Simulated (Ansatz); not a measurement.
One geometry of the cluster As₂S⁻, several levels of theory.

```yaml
crystal:
  periodic: [false, false, false]
  atoms:
    - {symbol: As, position_ang: [-0.828339, 0.954687, 0.241452]}
    - {symbol: As, position_ang: [1.219760, 0.157143, 0.387276]}
    - {symbol: S, position_ang: [-0.391421, -1.111830, -0.628728]}
basis:
  gaussian: {orbitals: def2-TZVPD, initial_orbitals: start.molden}
total_charge: -1
magnetization: {spin_polarized: true, initial_magnetization: 1}
hamiltonian: {xc: pbe0, dispersion: d4}
scf: {omitted_lower_state_checks: [starts]}
output: {orbitals: {seedname: orbitals}}
```

The file start.molden holds the orbitals of an earlier run on this structure, at another level or in another basis.

```sh
$ ansatz run in.yaml --threads 4 --pin off --events-out ev --progress --plain --max-ram 3916MiB
```

Shortened log:

```
Functional definition: PBE0
964 factors; integrals over basis functions are off by at most 1.7e-3 eV
mean field evaluation 1: about -132499.7840 eV, gradient 1.2e2 eV
mean field evaluation 2: about -132501.5573 eV, gradient 3.9e0 eV
mean field evaluation 4: about -132501.9000 eV, gradient 4.1e-1 eV
mean field evaluation 8: about -132501.9020 eV, gradient 9.9e-5 eV
mean field -132501.90195703 eV, -4869.3550839060 hartree, gradient 2.4e-5 eV, S^2 0.756516; 0 other end points of the search recorded, 0 dependent functions left out
reference -132501.90198857 eV, -4869.3550850648 hartree; 42, 41 occupied and 112, 113 virtual orbitals, 964 factors
Total energy: -132502.02099618 eV, -4869.3594585141 hartree
Checks for a lower state left out: starts
```

It took 7.5 s on 4 threads of Arm Neoverse N1 on a shared host.

As the first input, with `hamiltonian: {xc: pbe, dispersion: d4}` (abridged; 3.8 s):

```
Functional definition: PBE
mean field -132497.71628141 eV, -4869.2012631642 hartree, gradient 2.5e-5 eV, S^2 0.753018
Total energy: -132497.85862591 eV, -4869.2064942279 hartree
Checks for a lower state left out: starts
```

The first input with `hamiltonian: {xc: r2scan, dispersion: d4}` (abridged; 11 s):

```
Functional definition: r2SCAN
mean field -132519.23036732 eV, -4869.9918912386 hartree, gradient 2.7e-5 eV, S^2 0.757269
Total energy: -132519.25613531 eV, -4869.9928381946 hartree
Checks for a lower state left out: starts
```

Geometry: PBE0-D4/def2-TZVP, that of the neutral singlet.

At PBE0-D4/def2-TZVPD, PBE-D4/def2-TZVPD, r2SCAN-D4/def2-TZVPD the highest occupied level of the charge -1 doublet lies above zero (up to 1.31 eV). Its loss leaves the charge 0 singlet, which lies 1.36 eV higher (vertical, at PBE-D4/def2-TZVPD), but this difference is unsure: the singlet is doubtful (at the level of its geometry, restricted singlet, unstable towards broken spin symmetry). The structure comes from a short search, and lower isomers may exist.
